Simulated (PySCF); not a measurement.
**`[SiH3]C#C[SiH2][O][GeH3]`, C$_{2}$H$_{8}$GeOSi$_{2}$**

Molfile (atoms numbered from 1):
```
C2H8GeOSi2
     RDKit          3D

 14 13  0  0  0  0  0  0  0  0999 V2000
   -2.9098    0.0126    1.2225 Si  0  0  0  0  0  4  0  0  0  0  0  0
   -1.5701    0.4462    0.0446 C   0  0  0  0  0  0  0  0  0  0  0  0
   -0.6603    0.7248   -0.7274 C   0  0  0  0  0  0  0  0  0  0  0  0
    0.7682    1.1099   -1.8288 Si  0  0  0  0  0  4  0  0  0  0  0  0
    2.1487    0.4908   -1.1686 O   0  0  0  0  0  0  0  0  0  0  0  0
    2.5689   -0.1865    0.4293 Ge  0  0  0  0  0  4  0  0  0  0  0  0
   -3.3635   -1.3850    0.9670 H   0  0  0  0  0  0  0  0  0  0  0  0
   -2.3875    0.1195    2.6158 H   0  0  0  0  0  0  0  0  0  0  0  0
   -4.0546    0.9512    1.0434 H   0  0  0  0  0  0  0  0  0  0  0  0
    0.8598    2.5913   -1.9638 H   0  0  0  0  0  0  0  0  0  0  0  0
    0.5244    0.4925   -3.1613 H   0  0  0  0  0  0  0  0  0  0  0  0
    4.0923   -0.3675    0.3954 H   0  0  0  0  0  0  0  0  0  0  0  0
    1.8418   -1.5311    0.5964 H   0  0  0  0  0  0  0  0  0  0  0  0
    2.1422    0.8136    1.5181 H   0  0  0  0  0  0  0  0  0  0  0  0
  1  2  1  0
  2  3  3  0
  3  4  1  0
  4  5  1  0
  5  6  1  0
  1  7  1  0
  1  8  1  0
  1  9  1  0
  4 10  1  0
  4 11  1  0
  6 12  1  0
  6 13  1  0
  6 14  1  0
M  END
```

Computed, not measured: GIAO B97-2/pcSseg-1 magnetisability, rotational g tensor and spin-rotation constants, non-relativistic, gas phase in PySCF. Geometry: PBE0-D3(BJ)/def2-SVP.

The calculation is non-relativistic, which matters for the atoms heavier than Zn.

Task: Give the nuclear spin-rotation constants along the inertial axes (H = +C I·J) beside the isotropic shieldings.

Result: Rotational constants 2.1105, 0.6095, 0.4815 GHz. A star marks the isotopologue with that one atom substituted, in its own axes.
| atom | isotope | Caa (kHz) | Cbb (kHz) | Ccc (kHz) | mean (kHz) | σ (ppm) |
| --- | --- | --- | --- | --- | --- | --- |
| H7 | 1H | -0.173 | -0.051 | 0.013 | -0.070 | 27.3 |
| H8 | 1H | -0.178 | 0.002 | -0.028 | -0.068 | 27.2 |
| H9 | 1H | -0.026 | -0.038 | -0.032 | -0.032 | 27.3 |
| H10 | 1H | -0.188 | -0.029 | 0.008 | -0.070 | 26.5 |
| H11 | 1H | -0.189 | -0.017 | -0.002 | -0.069 | 26.5 |
| H12 | 1H | 0.092 | -0.053 | -0.041 | -0.001 | 26.3 |
| H13 | 1H | -0.117 | -0.039 | -0.003 | -0.053 | 26.2 |
| H14 | 1H | -0.129 | -0.044 | 0.005 | -0.056 | 26.2 |
| Si1 | 29Si* | -1.070 | -0.307 | -0.244 | -0.540 | 451.7 |
| C2 | 13C* | 0.335 | 0.182 | 0.192 | 0.236 | 75.0 |
| C3 | 13C* | 0.368 | 0.178 | 0.209 | 0.252 | 65.7 |
| Si4 | 29Si* | -1.138 | -0.349 | -0.275 | -0.587 | 407.6 |
| O5 | 17O* | -0.045 | -0.057 | -0.014 | -0.039 | 338.4 |
| Ge6 | 73Ge* | -0.648 | -0.152 | -0.149 | -0.316 | 1408.0 |

For the geometry as given, no vibrational averaging.

Task: How do the rotational constants and the g tensor change when H7, H8, H9, H10, H11, H12, H13, H14 are replaced by deuterium?

Result: Constants 1.8366, 0.5579, 0.4419 GHz; g -0.0278, -0.0077, -0.0077, against -0.0320, -0.0084, -0.0084 before.
